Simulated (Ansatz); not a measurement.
Steps of a relaxation of H6N2Sn (`[NH2][SnH2][NH2]`) with RKS PBE-D4/def2-SVP.

```sh
$ ansatz run in.yaml --threads 4 --pin off --events-out ev --progress --plain --max-ram 10444MiB
```

```yaml
crystal:
  periodic: [false, false, false]
  atoms:
    - {symbol: N, position_ang: [-1.291300, 0.538400, -1.068300]}
    - {symbol: Sn, position_ang: [0.385500, 0.428000, 0.028900]}
    - {symbol: N, position_ang: [0.076300, -0.930500, 1.535200]}
    - {symbol: H, position_ang: [-1.442700, -0.350400, -1.492800]}
    - {symbol: H, position_ang: [-1.125600, 1.214800, -1.896400]}
    - {symbol: H, position_ang: [0.785600, 2.009300, 0.710600]}
    - {symbol: H, position_ang: [1.723000, -0.106800, -0.997800]}
    - {symbol: H, position_ang: [-0.054800, -1.832900, 1.087200]}
    - {symbol: H, position_ang: [1.032500, -1.016200, 2.076100]}
basis:
  gaussian: {orbitals: def2-SVP}
hamiltonian: {xc: pbe, dispersion: d4}
relax: {f_tol: 0.03, max_steps: 200}
```

Positions (Å) and forces (eV/Å) along the path, 14 of 19 steps:

```xyz
9
step=1 energy=-8902.1279 eV
N    -1.291    0.538   -1.068   -0.485    2.505   -1.259
Sn    0.386    0.428    0.029    1.652    0.664    0.225
N     0.076   -0.930    1.535    1.831    0.309    1.668
H    -1.443   -0.350   -1.493   -0.391   -1.358   -0.730
H    -1.126    1.215   -1.896   -0.336   -1.116    1.406
H     0.786    2.009    0.711   -0.215   -0.431   -0.129
H     1.723   -0.107   -0.998    0.004    0.071    0.073
H    -0.055   -1.833    1.087   -0.030   -0.716   -0.142
H     1.032   -1.016    2.076   -2.029    0.072   -1.111
9
step=4 energy=-8902.4057 eV
N    -1.307    0.521   -1.073   -0.088   -0.064   -0.127
Sn    0.486    0.356   -0.056    0.144    0.173    0.028
N     0.089   -0.935    1.510    0.008   -0.174    0.050
H    -1.431   -0.279   -1.711   -0.036   -0.031    0.027
H    -1.301    1.346   -1.692    0.057    0.024    0.086
H     0.786    1.905    0.658    0.015   -0.034   -0.030
H     1.815   -0.177   -1.072   -0.029    0.010    0.018
H     0.130   -1.913    1.187   -0.054   -0.001   -0.001
H     0.823   -0.871    2.232   -0.018    0.097   -0.050
9
step=5 energy=-8902.4097 eV
N    -1.310    0.504   -1.076    0.018    0.028    0.015
Sn    0.490    0.352   -0.060   -0.030   -0.011    0.008
N     0.081   -0.949    1.502    0.013    0.036    0.004
H    -1.419   -0.266   -1.751   -0.005   -0.026   -0.018
H    -1.312    1.365   -1.641   -0.008    0.011   -0.001
H     0.797    1.900    0.647    0.003   -0.020   -0.013
H     1.805   -0.196   -1.079    0.011    0.012    0.002
H     0.167   -1.928    1.198   -0.002   -0.031   -0.011
H     0.789   -0.828    2.241    0.000    0.002    0.014
9
step=6 energy=-8902.4100 eV
N    -1.311    0.502   -1.078    0.005   -0.004   -0.006
Sn    0.488    0.345   -0.063   -0.002    0.005    0.004
N     0.082   -0.951    1.503    0.007   -0.005   -0.003
H    -1.418   -0.259   -1.764   -0.005    0.001   -0.002
H    -1.321    1.373   -1.629    0.001    0.001    0.003
H     0.801    1.891    0.640    0.000    0.005    0.003
H     1.808   -0.195   -1.080   -0.002   -0.004   -0.001
H     0.177   -1.933    1.206   -0.002   -0.001    0.004
H     0.781   -0.820    2.248   -0.001    0.002   -0.001
9
step=7 energy=-8902.4101 eV
N    -1.310    0.494   -1.080    0.004   -0.006   -0.017
Sn    0.488    0.345   -0.063    0.000    0.004    0.006
N     0.083   -0.945    1.509    0.018   -0.014    0.006
H    -1.404   -0.257   -1.779   -0.004    0.012    0.001
H    -1.331    1.374   -1.616    0.000   -0.010    0.008
H     0.799    1.893    0.636    0.000    0.005    0.003
H     1.809   -0.196   -1.077   -0.003   -0.003   -0.003
H     0.158   -1.928    1.210   -0.005    0.014    0.007
H     0.797   -0.827    2.243   -0.011   -0.001   -0.011
9
step=8 energy=-8902.4102 eV
N    -1.310    0.490   -1.083    0.000    0.000   -0.030
Sn    0.488    0.342   -0.063   -0.002   -0.003   -0.001
N     0.085   -0.945    1.510    0.013   -0.003    0.007
H    -1.398   -0.251   -1.794    0.004    0.026    0.014
H    -1.339    1.379   -1.603    0.000   -0.027    0.015
H     0.799    1.892    0.634   -0.002    0.002    0.002
H     1.807   -0.201   -1.080   -0.002   -0.002    0.000
H     0.161   -1.930    1.216   -0.002    0.012    0.004
H     0.795   -0.822    2.247   -0.009   -0.004   -0.011
9
step=9 energy=-8902.4102 eV rejected
N    -1.308    0.468   -1.094   -0.032    0.056   -0.189
Sn    0.485    0.332   -0.066    0.007   -0.018   -0.017
N     0.091   -0.941    1.521   -0.016    0.035    0.004
H    -1.363   -0.226   -1.859    0.027    0.143    0.125
H    -1.373    1.395   -1.549    0.006   -0.195    0.077
H     0.798    1.885    0.624   -0.004   -0.003   -0.001
H     1.797   -0.218   -1.087   -0.001    0.000    0.007
H     0.155   -1.929    1.240    0.005   -0.006   -0.009
H     0.805   -0.811    2.253    0.009   -0.012    0.002
9
step=12 energy=-8902.4113 eV
N    -1.300    0.410   -1.119   -0.050    0.139   -0.430
Sn    0.485    0.321   -0.069    0.020   -0.016   -0.014
N     0.107   -0.906    1.558   -0.073   -0.034   -0.068
H    -1.271   -0.178   -1.978    0.016    0.333    0.370
H    -1.452    1.389   -1.440    0.039   -0.476    0.099
H     0.792    1.883    0.607    0.000    0.003   -0.012
H     1.794   -0.231   -1.092   -0.005   -0.006    0.011
H     0.053   -1.900    1.283    0.025    0.102    0.033
H     0.881   -0.834    2.233    0.029   -0.045    0.010
9
step=13 energy=-8902.4360 eV
N    -1.274    0.331   -1.125    0.016    0.019   -0.085
Sn    0.504    0.342   -0.062   -0.019   -0.028    0.010
N     0.112   -0.853    1.588    0.039   -0.021    0.015
H    -1.141   -0.102   -2.051    0.000    0.047    0.056
H    -1.574    1.300   -1.309   -0.013   -0.083    0.038
H     0.810    1.933    0.547    0.013   -0.014    0.017
H     1.796   -0.251   -1.075    0.026    0.005   -0.019
H    -0.091   -1.817    1.280   -0.032    0.050    0.008
H     0.946   -0.929    2.191   -0.031    0.026   -0.041
9
step=14 energy=-8902.4559 eV
N    -1.241    0.263   -1.148   -0.022    0.035   -0.069
Sn    0.522    0.343   -0.070    0.024   -0.012    0.013
N     0.116   -0.813    1.600   -0.002    0.006   -0.011
H    -1.053    0.001   -2.127    0.005    0.029    0.032
H    -1.688    1.191   -1.186    0.005   -0.082    0.037
H     0.851    1.934    0.531    0.006    0.001    0.002
H     1.810   -0.255   -1.086   -0.004   -0.004   -0.010
H    -0.196   -1.751    1.307   -0.006    0.033    0.000
H     0.967   -0.959    2.161   -0.008   -0.006    0.006
9
step=16 energy=-8902.4643 eV
N    -1.223    0.236   -1.161    0.005    0.028   -0.033
Sn    0.537    0.341   -0.077   -0.025   -0.017    0.006
N     0.107   -0.799    1.598    0.009    0.025   -0.011
H    -1.025    0.066   -2.157    0.013    0.027    0.019
H    -1.732    1.131   -1.122   -0.003   -0.064    0.028
H     0.875    1.932    0.522    0.017    0.001   -0.003
H     1.808   -0.271   -1.102    0.004   -0.002   -0.004
H    -0.205   -1.735    1.304   -0.019   -0.004   -0.003
H     0.947   -0.948    2.177    0.000    0.007    0.002
9
step=17 energy=-8902.4704 eV
N    -1.211    0.211   -1.179   -0.079    0.180   -0.165
Sn    0.539    0.338   -0.082    0.035   -0.006    0.005
N     0.102   -0.787    1.600   -0.014    0.006   -0.009
H    -0.996    0.137   -2.188   -0.050    0.065    0.220
H    -1.782    1.068   -1.066    0.134   -0.252   -0.036
H     0.909    1.927    0.508   -0.005    0.005    0.003
H     1.811   -0.279   -1.104   -0.007   -0.015   -0.014
H    -0.219   -1.721    1.310   -0.012    0.000    0.000
H     0.936   -0.940    2.184   -0.002    0.016   -0.005
9
step=18 energy=-8902.4742 eV
N    -1.180    0.178   -1.196   -0.177    0.356   -0.319
Sn    0.567    0.330   -0.098   -0.057   -0.003    0.027
N     0.085   -0.763    1.592    0.010    0.005   -0.021
H    -0.964    0.247   -2.211   -0.148    0.032    0.434
H    -1.830    0.962   -0.976    0.326   -0.400   -0.149
H     0.925    1.920    0.497    0.046    0.006   -0.015
H     1.821   -0.306   -1.131   -0.012    0.008    0.020
H    -0.245   -1.699    1.315    0.004   -0.002   -0.012
H     0.909   -0.914    2.190    0.008   -0.003    0.034
9
step=19 energy=-8902.4894 eV
N    -1.147    0.155   -1.232   -0.012    0.015   -0.006
Sn    0.582    0.324   -0.113    0.013    0.000   -0.015
N     0.056   -0.748    1.573   -0.002    0.000    0.013
H    -0.980    0.402   -2.217    0.006    0.009    0.021
H    -1.868    0.804   -0.889   -0.020   -0.012   -0.014
H     0.995    1.910    0.464    0.007    0.010    0.008
H     1.830   -0.338   -1.129    0.016   -0.010   -0.011
H    -0.222   -1.699    1.295   -0.001   -0.028    0.013
H     0.842   -0.856    2.229   -0.007    0.016   -0.010
```

Hardware: 4 threads of an AMD EPYC 9R45 on a shared host. Wall time 5.5 s, peak host memory 0.14 GiB.
